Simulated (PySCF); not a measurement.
PySCF 2.14 output of an unrestricted r2SCAN calculation on a single atom or ion in aug-cc-pVTZ-PP with one added diffuse shell each of s, p, d, f, g type with ECP28MDF (7s7p6d4f3g, 113 functions), with scalar relativity through the core potential:

```
SCF conv_tol = 1e-09
number electrons alpha = 10  beta = 6
    J. W. Furness, A. D. Kaplan, J. Ning, J. P. Perdew, and J. Sun.,  J. Phys. Chem. Lett. 11, 8208-8215 (2020)
    J. W. Furness, A. D. Kaplan, J. Ning, J. P. Perdew, and J. Sun.,  J. Phys. Chem. Lett. 11, 9248-9248 (2020)
    J. W. Furness, A. D. Kaplan, J. Ning, J. P. Perdew, and J. Sun.,  J. Phys. Chem. Lett. 11, 8208-8215 (2020)
    J. W. Furness, A. D. Kaplan, J. Ning, J. P. Perdew, and J. Sun.,  J. Phys. Chem. Lett. 11, 9248-9248 (2020)
cycle= 1 E= -80.4893492114206  delta_E= -0.0239  |g|= 0.0409  |ddm|= 1.74
cycle= 2 E= -80.4575283092116  delta_E= 0.0318  |g|= 0.191  |ddm|= 1.51
cycle= 3 E= -80.489077238652  delta_E= -0.0315  |g|= 0.0648  |ddm|= 1.72
cycle= 4 E= -80.4917476414721  delta_E= -0.00267  |g|= 0.0297  |ddm|= 0.108
cycle= 5 E= -80.4927783769137  delta_E= -0.00103  |g|= 0.00453  |ddm|= 0.122
cycle= 6 E= -80.4902613921087  delta_E= 0.00252  |g|= 0.055  |ddm|= 0.439
cycle= 7 E= -80.4901968975016  delta_E= 6.45e-05  |g|= 0.0556  |ddm|= 0.00243
cycle= 8 E= -80.4906200633514  delta_E= -0.000423  |g|= 0.0507  |ddm|= 0.0556
cycle= 9 E= -80.4929679804751  delta_E= -0.00235  |g|= 0.00874  |ddm|= 0.216
cycle= 10 E= -80.4929668039843  delta_E= 1.18e-06  |g|= 0.00837  |ddm|= 0.105
cycle= 11 E= -80.4930420814762  delta_E= -7.53e-05  |g|= 0.000673  |ddm|= 0.0646
cycle= 12 E= -80.4930420041926  delta_E= 7.73e-08  |g|= 0.000724  |ddm|= 0.0112
cycle= 13 E= -80.4930425769046  delta_E= -5.73e-07  |g|= 2.03e-05  |ddm|= 0.00514
cycle= 14 E= -80.4930425769177  delta_E= -1.31e-11  |g|= 3.36e-05  |ddm|= 0.000868
cycle= 15 E= -80.4930425780113  delta_E= -1.09e-09  |g|= 1.32e-05  |ddm|= 0.000334
cycle= 16 E= -80.493042578194  delta_E= -1.83e-10  |g|= 5.24e-07  |ddm|= 8.34e-05
converged SCF energy = -80.493042578194  <S^2> = 6.2647353  2S+1 = 5.1047959
```

The run itself started from symmetry-adapted Hartree-Fock orbitals and held the occupation by maximum overlap, on a logarithmic radial grid, so the iterations belong to that start.

Question: Which element, charge and spin multiplicity is this?

Answer: Tc⁻ (technetium, charge -1), multiplicity 5; the state was [Kr] 4d6 5s2, high-spin 5D determinant.

Energies and moments cover only the electrons outside the core potential. ⟨S²⟩ = 6.26 against 6.00 shows spin contamination. At r2SCAN the highest occupied level has a positive energy, so only the finite basis holds that electron; in a semilocal or global hybrid functional this comes from self-interaction and does not mean that the real anion is unbound.
